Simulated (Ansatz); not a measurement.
Steps of a relaxation of CH8NSbSi (`N[CH]([SiH3])[SbH2]`) with RKS PBE0-D4/def2-TZVP.

```sh
$ ansatz run in.yaml --threads 4 --pin off --events-out ev --progress --plain --max-ram 10444MiB
```

```yaml
crystal:
  periodic: [false, false, false]
  atoms:
    - {symbol: N, position_ang: [0.743099, 0.897762, -0.965943]}
    - {symbol: C, position_ang: [-0.383149, 0.426001, -0.159215]}
    - {symbol: Si, position_ang: [0.073503, -0.024664, 1.638538]}
    - {symbol: Sb, position_ang: [-1.426839, -1.280598, -1.147542]}
    - {symbol: H, position_ang: [1.463222, 0.167184, -1.044263]}
    - {symbol: H, position_ang: [1.197253, 1.706883, -0.516717]}
    - {symbol: H, position_ang: [-1.176564, 1.207971, -0.143593]}
    - {symbol: H, position_ang: [1.068862, -1.156345, 1.619635]}
    - {symbol: H, position_ang: [-1.109960, -0.431940, 2.482346]}
    - {symbol: H, position_ang: [0.744460, 1.161668, 2.287598]}
    - {symbol: H, position_ang: [-1.189055, -0.580114, -2.716373]}
    - {symbol: H, position_ang: [0.072166, -2.149108, -1.300471]}
basis:
  gaussian: {orbitals: def2-TZVP}
hamiltonian: {xc: pbe0, dispersion: d4}
relax: {f_tol: 0.005, max_steps: 150}
```

Positions (Å) and forces (eV/Å) along the path, 10 of 11 steps:

```xyz
12
step=1 energy=-17066.9134 eV
N     0.743    0.898   -0.966    0.541   -0.034    0.321
C    -0.383    0.426   -0.159   -0.448   -0.039    0.168
Si    0.074   -0.025    1.639    0.049    0.031   -0.067
Sb   -1.427   -1.281   -1.148    0.709    0.406   -0.157
H     1.463    0.167   -1.044   -0.469    0.421    0.031
H     1.197    1.707   -0.517   -0.283   -0.473   -0.252
H    -1.177    1.208   -0.144    0.425   -0.369   -0.036
H     1.069   -1.156    1.620   -0.215    0.221   -0.006
H    -1.110   -0.432    2.482    0.240    0.093   -0.224
H     0.744    1.162    2.288   -0.145   -0.237   -0.132
H    -1.189   -0.580   -2.716   -0.090   -0.152    0.309
H     0.072   -2.149   -1.300   -0.315    0.131    0.044
12
step=2 energy=-17066.9513 eV
N     0.725    0.890   -0.964    0.382    0.179    0.158
C    -0.393    0.426   -0.148    0.025    0.030    0.093
Si    0.075   -0.024    1.631   -0.043    0.037   -0.043
Sb   -1.354   -1.241   -1.142   -0.592   -0.198    0.258
H     1.423    0.155   -1.065   -0.146    0.138   -0.015
H     1.194    1.677   -0.515   -0.059   -0.122   -0.109
H    -1.171    1.205   -0.132    0.098   -0.151   -0.020
H     1.055   -1.151    1.605   -0.051    0.060   -0.010
H    -1.107   -0.427    2.452    0.070    0.027   -0.042
H     0.736    1.152    2.276   -0.032   -0.068   -0.037
H    -1.182   -0.574   -2.686    0.097    0.101   -0.200
H     0.076   -2.143   -1.278    0.253   -0.033   -0.033
12
step=3 energy=-17066.9677 eV
N     0.740    0.905   -0.955    0.102   -0.035    0.048
C    -0.384    0.415   -0.159   -0.039    0.101    0.156
Si    0.074   -0.026    1.620   -0.008    0.024   -0.079
Sb   -1.390   -1.255   -1.125   -0.044   -0.020    0.051
H     1.438    0.177   -1.074   -0.060    0.038   -0.030
H     1.204    1.681   -0.487   -0.052   -0.045   -0.036
H    -1.167    1.183   -0.144    0.041   -0.014    0.003
H     1.050   -1.151    1.597   -0.008    0.006    0.012
H    -1.107   -0.424    2.438    0.009    0.003   -0.005
H     0.734    1.148    2.262   -0.007   -0.016   -0.006
H    -1.186   -0.581   -2.674    0.005    0.019   -0.093
H     0.071   -2.127   -1.265    0.061   -0.060   -0.023
12
step=4 energy=-17066.9698 eV
N     0.736    0.905   -0.953    0.061   -0.011    0.038
C    -0.386    0.420   -0.153   -0.015    0.016    0.055
Si    0.073   -0.024    1.623   -0.001    0.003   -0.041
Sb   -1.387   -1.256   -1.127    0.012    0.006   -0.003
H     1.426    0.173   -1.085   -0.032    0.012   -0.023
H     1.208    1.674   -0.486   -0.022   -0.009   -0.017
H    -1.166    1.191   -0.135    0.005   -0.022   -0.013
H     1.050   -1.148    1.601   -0.004    0.002    0.005
H    -1.106   -0.422    2.441    0.001    0.003   -0.002
H     0.733    1.149    2.265   -0.001   -0.004   -0.002
H    -1.182   -0.585   -2.684   -0.004    0.000   -0.002
H     0.077   -2.133   -1.274   -0.001    0.003    0.004
12
step=5 energy=-17066.9702 eV
N     0.736    0.906   -0.952    0.024   -0.006    0.026
C    -0.386    0.421   -0.151    0.000    0.000    0.007
Si    0.073   -0.023    1.623    0.001   -0.001   -0.014
Sb   -1.385   -1.255   -1.126    0.007   -0.006   -0.008
H     1.420    0.173   -1.095   -0.013   -0.002   -0.017
H     1.212    1.671   -0.483   -0.005    0.007   -0.004
H    -1.167    1.190   -0.134   -0.007   -0.001   -0.006
H     1.049   -1.148    1.603    0.000   -0.003    0.002
H    -1.107   -0.421    2.441   -0.004    0.001    0.002
H     0.733    1.149    2.266    0.003    0.003    0.002
H    -1.181   -0.585   -2.685   -0.001    0.000    0.009
H     0.081   -2.132   -1.273   -0.005    0.007    0.003
12
step=6 energy=-17066.9703 eV
N     0.734    0.909   -0.949    0.002   -0.020    0.000
C    -0.388    0.421   -0.150    0.011    0.011    0.016
Si    0.072   -0.022    1.623    0.001    0.001   -0.013
Sb   -1.381   -1.257   -1.126    0.008    0.002   -0.003
H     1.410    0.171   -1.106    0.010   -0.023   -0.027
H     1.224    1.663   -0.478   -0.023    0.021    0.022
H    -1.172    1.188   -0.134   -0.003    0.004   -0.006
H     1.047   -1.147    1.604   -0.002   -0.003    0.002
H    -1.108   -0.418    2.442   -0.004    0.000    0.003
H     0.733    1.150    2.265    0.003    0.003    0.002
H    -1.181   -0.584   -2.683   -0.001    0.000    0.004
H     0.088   -2.127   -1.274   -0.002    0.003    0.002
12
step=8 energy=-17066.9706 eV
N     0.731    0.912   -0.949   -0.009   -0.004    0.011
C    -0.388    0.420   -0.148    0.004    0.001   -0.001
Si    0.071   -0.023    1.626    0.005    0.005   -0.009
Sb   -1.372   -1.263   -1.125    0.001    0.000    0.000
H     1.403    0.175   -1.125    0.003   -0.001   -0.001
H     1.223    1.660   -0.470    0.001    0.000   -0.001
H    -1.176    1.182   -0.134   -0.003    0.001    0.001
H     1.032   -1.160    1.612   -0.001   -0.001    0.001
H    -1.114   -0.400    2.447   -0.001    0.001   -0.001
H     0.747    1.145    2.261   -0.001   -0.002   -0.001
H    -1.183   -0.583   -2.680    0.000    0.000    0.001
H     0.103   -2.120   -1.280    0.001    0.001   -0.001
12
step=9 energy=-17066.9706 eV
N     0.730    0.912   -0.948   -0.004   -0.001    0.001
C    -0.388    0.419   -0.148    0.003    0.002   -0.002
Si    0.071   -0.023    1.626   -0.003    0.000    0.000
Sb   -1.370   -1.265   -1.124    0.004   -0.002   -0.002
H     1.401    0.175   -1.127    0.000    0.002    0.002
H     1.222    1.660   -0.468    0.002   -0.001   -0.002
H    -1.177    1.181   -0.134    0.000    0.000    0.001
H     1.028   -1.164    1.614    0.000    0.001    0.000
H    -1.115   -0.395    2.448    0.000    0.000    0.001
H     0.750    1.144    2.259    0.000   -0.002   -0.002
H    -1.183   -0.584   -2.680   -0.003    0.003    0.000
H     0.108   -2.117   -1.282    0.000   -0.002    0.002
12
step=10 energy=-17066.9706 eV rejected
N     0.730    0.913   -0.947    0.003    0.004   -0.007
C    -0.389    0.419   -0.148    0.003    0.001    0.003
Si    0.071   -0.022    1.625   -0.008   -0.004    0.006
Sb   -1.366   -1.267   -1.124   -0.011    0.000    0.007
H     1.400    0.176   -1.129   -0.001    0.004    0.003
H     1.222    1.659   -0.467    0.001   -0.002   -0.002
H    -1.179    1.180   -0.134    0.003   -0.006   -0.002
H     1.023   -1.167    1.615    0.000    0.003   -0.001
H    -1.116   -0.389    2.448    0.003    0.000    0.001
H     0.755    1.142    2.257    0.000   -0.001   -0.002
H    -1.187   -0.582   -2.679    0.006   -0.004   -0.001
H     0.114   -2.117   -1.283    0.001    0.005   -0.006
12
step=11 energy=-17066.9706 eV
N     0.730    0.912   -0.948   -0.002    0.000    0.000
C    -0.388    0.419   -0.148   -0.001    0.001    0.001
Si    0.070   -0.023    1.626    0.001    0.000    0.001
Sb   -1.369   -1.266   -1.124    0.000    0.000    0.000
H     1.402    0.176   -1.127    0.000    0.001    0.001
H     1.222    1.660   -0.468    0.001   -0.001   -0.001
H    -1.178    1.180   -0.134    0.001   -0.001    0.000
H     1.026   -1.165    1.614   -0.001    0.000    0.000
H    -1.116   -0.392    2.449    0.001    0.000   -0.001
H     0.753    1.143    2.258   -0.001    0.000    0.000
H    -1.186   -0.583   -2.679    0.000   -0.001    0.000
H     0.110   -2.117   -1.283    0.000    0.000   -0.001
```

It took 34 s on 4 threads of an Arm Neoverse V2 on a shared host, with 0.54 GiB of host memory at the peak.
